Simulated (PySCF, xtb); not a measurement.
C2H5O, SMILES [CH2]OC, multiplicity 2.

Harmonic wavenumbers (cm⁻¹) from GFN2-xTB in xtb at its own minimum, in rising order: 133, 273, 419, 480, 970, 1060, 1117, 1186, 1275, 1372, 1407, 1461, 1475, 2908, 2930, 3026, 3088, 3171.

Question: What does B3LYP-D3(BJ)/def2-TZVP in PySCF give at its own minimum? (An estimate is asked for; the answer gives what the named calculation found.)

Answer: 164, 293, 431, 540, 960, 1136, 1171, 1250, 1287, 1460, 1489, 1496, 1504, 3005, 3060, 3114, 3134, 3263. Paired by order, the mean absolute difference is 57 cm⁻¹ and the zero-point energies are 39.7 and 41.1 kcal/mol.
